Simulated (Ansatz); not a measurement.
Ansatz (a first-principles code) job for chloro(disilanyl)silane (ClH7Si3), SMILES [SiH3][SiH2][SiH2]Cl, PBE0/def2-SVPD. Geometry: B3LYP-D3(BJ)/def2-SVP. The values are those of a single conformer.

Ansatz 0.2 input:
```yaml
crystal:
  periodic: [false, false, false]
  atoms:
    - {symbol: Si, position_ang: [-2.20283025, 0.15655294, 0.51042281]}
    - {symbol: Si, position_ang: [-0.28957595, 1.48430748, 0.17812448]}
    - {symbol: Si, position_ang: [1.56256883, 0.04223336, 0.18949069]}
    - {symbol: Cl, position_ang: [0.98053881, -1.65126655, -0.89962957]}
    - {symbol: H, position_ang: [-1.99447925, -0.71418057, 1.70401964]}
    - {symbol: H, position_ang: [-3.40393015, 1.01267301, 0.73917005]}
    - {symbol: H, position_ang: [-2.42908710, -0.69649050, -0.68955799]}
    - {symbol: H, position_ang: [-0.36440859, 2.18812421, -1.13716822]}
    - {symbol: H, position_ang: [-0.14216207, 2.50514781, 1.26041467]}
    - {symbol: H, position_ang: [1.89933188, -0.39504983, 1.57354265]}
    - {symbol: H, position_ang: [2.78329876, 0.60799418, -0.44924998]}
basis:
  gaussian:
    orbitals: def2-SVPD
hamiltonian:
  xc: {name: PBE0}
```

Output:

```
WARN ansatz: RAYON_NUM_THREADS=1 ignored (pool sized by the plan → 1); use --threads N
Functional definition: PBE0
integrals: 0.11 GiB planned
1469 factors; their error is unknown
mean field: 0.84 GiB planned
mean field evaluation 1: about -36244.6616 eV, gradient 1.2e1 eV
mean field evaluation 2: about -36244.9348 eV, gradient 8.0e0 eV
mean field evaluation 4: about -36245.1048 eV, gradient 3.9e-1 eV
mean field evaluation 8: about -36245.3821 eV, gradient 1.0e-2 eV
mean field -36245.38209200 eV, -1331.9932238787 hartree, gradient 5.0e-5 eV, S^2 0.000000; 0 other end points of the search recorded, 0 dependent functions left out
reference -36245.38213684 eV, -1331.9932255265 hartree; 33, 33 occupied and 122, 122 virtual orbitals, 1469 factors
Total energy: -36245.38213684 eV, -1331.9932255265 hartree
```

Self-consistency was reached.
